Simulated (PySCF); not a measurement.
**Telling isomers of C5H9ClO2Si apart by NMR**

[PySCF 2.14: σ from GIAO-PBE0/pcSseg-1; geometry: GFN2-xTB; averaged over atoms made equivalent by symmetry, fast rotation or ring inversion; no solvent; relativity neglected; a single conformation]

Referencing at the same level of theory: ¹H and ¹³C against TMS. Where no couplings were computed, multiplicities follow the n + 1 count of equivalent neighbours, and m marks all less simple cases (inequivalent or close neighbours, rings, F or P nearby). Shifts are as computed. Against solution values, carbons near 30 ppm lie about +3 ppm off and those near 130 ppm about +5 ppm; carbons on Cl a further +6 ppm (rms about the fit 2.1 ppm; single classes can miss by 10 ppm). Of 1328 compounds with measured shifts, 309 miss one by over three times the rms of a fit or turn the order of signals round; such compounds aren't used in these exercises. Signals without a measured value on file couldn't be tested in this way; 1H shifts scatter by 0.2 ppm about their fit, and single ones miss by 0.5 ppm. Carbons bonded to Cl come out too deshielded.

(1) Tabulate the signals of `COCOC1=C([SiH2]Cl)C1`, `C[C@@H](Cl)/C(C=O)=C/O[SiH3]` and their relative energies.

(2) What is the quickest way to tell COCOC1=C([SiH2]Cl)C1 from C[C@@H](Cl)/C(C=O)=C/O[SiH3]?

Results:

(1) 
```tsv
SMILES	carbon types	δC	δH	E rel. (kcal/mol)
COCOC1=C([SiH2]Cl)C1	2×C 2×CH2 1×CH3	171.5, 103.9, 66.8, 60.0, 18.4	5.69 (s, 2H), 5.54 (s, 2H), 3.80 (s, 3H), 1.75 (s, 2H)	32.3
C[C@@H](Cl)/C(C=O)=C/O[SiH3]	1×C 3×CH 1×CH3	194.6, 177.4, 126.2, 59.8, 33.4	9.01 (s, 1H), 7.66 (s, 1H), 5.43 (s, 3H), 4.51 (q, 1H), 1.60 (d, 3H)	0.0
```

Energies are electronic energies at PBE0/pcSseg-1 on these geometries, without zero-point or thermal terms, each for the one conformer computed, which needn't be the lowest.

(2) Both give the same number of carbon signals, but DEPT or the intensities differ. The first has an sp3 carbon bearing two oxygens (CH2) at 103.9 ppm, the second an aldehyde carbonyl carbon (CH) at 194.6 ppm. Their most deshielded carbons lie at 171.5 and 194.6 ppm. In the proton spectra the most deshielded non-exchanging signals are 5.69 (s, 2H) and 9.01 (s, 1H).
